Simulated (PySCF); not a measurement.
Geometry:
| atom | x (Å) | y (Å) | z (Å) |
| --- | --- | --- | --- |
| C1 | 2.710 | 0.440 | -0.156 |
| C2 | 1.312 | -0.155 | -0.243 |
| C3 | 0.370 | 0.343 | 0.852 |
| Si4 | -1.384 | -0.347 | 0.762 |
| C5 | -2.234 | 0.126 | -0.849 |
| H6 | 2.680 | 1.538 | -0.246 |
| H7 | 3.366 | 0.057 | -0.954 |
| H8 | 3.183 | 0.202 | 0.809 |
| H9 | 1.379 | -1.256 | -0.196 |
| H10 | 0.882 | 0.072 | -1.235 |
| H11 | 0.305 | 1.446 | 0.825 |
| H12 | 0.782 | 0.095 | 1.847 |
| H13 | -1.339 | -1.842 | 0.878 |
| H14 | -2.179 | 0.174 | 1.921 |
| H15 | -1.702 | -0.295 | -1.716 |
| H16 | -3.269 | -0.247 | -0.875 |
| H17 | -2.265 | 1.221 | -0.967 |

Geometry: PBE0-D3(BJ)/def2-SVP; GIAO shifts from PySCF 2.14.0 with density-fitted response routines, gas phase, non-relativistic, averaged over equivalent atoms.

At PBE0/pcSseg-1 (152 basis functions, 15 s wall time on 1 thread of an Arm Neoverse V1, shared host):
```json
{"atoms": "C2", "δ (ppm)": "21.4"}
{"atoms": "C1", "δ (ppm)": "20.5"}
{"atoms": "C3", "δ (ppm)": "15.7"}
{"atoms": "C5", "δ (ppm)": "-8.1"}
{"atoms": "Si4", "δ (ppm)": "-36.6"}
{"atoms": "H13/H14", "δ (ppm)": "4.09"}
{"atoms": "H9/H10", "δ (ppm)": "1.20"}
{"atoms": "H6/H7/H8", "δ (ppm)": "1.05"}
{"atoms": "H11/H12", "δ (ppm)": "0.50"}
{"atoms": "H15/H16/H17", "δ (ppm)": "0.15"}
```

Chemical shifts δ = σref − σ; ¹³C (σ = 184.41 ppm), ²⁹Si (σ = 351.99 ppm), ¹H (σ = 31.27 ppm) vs TMS, all at this level.

Estimate the result of repeating the calculation with PBE/pcSseg-2.

Results:


```csv
atoms,δ at PBE/pcSseg-2,change
C2,24.5,+3.1
C1,21.5,+1.0
C3,19.4,+3.7
C5,-8.7,-0.6
Si4,-38.7,-2.1
H13/H14,4.25,+0.16
H9/H10,1.44,+0.24
H6/H7/H8,1.03,-0.02
H11/H12,0.72,+0.22
H15/H16/H17,0.13,-0.02
```

Shifts are taken against calculated references (same method and geometry level): ¹³C (σref 179.39), ²⁹Si (σref 323.43), ¹H (σref 31.18) against TMS.

The largest change is at C3 (sp3 CH2 bonded to Si). Cost: 355 basis functions, 80 s wall time on 1 thread of an Arm Neoverse V1, shared host. The order of the carbon signals is the same at both levels.
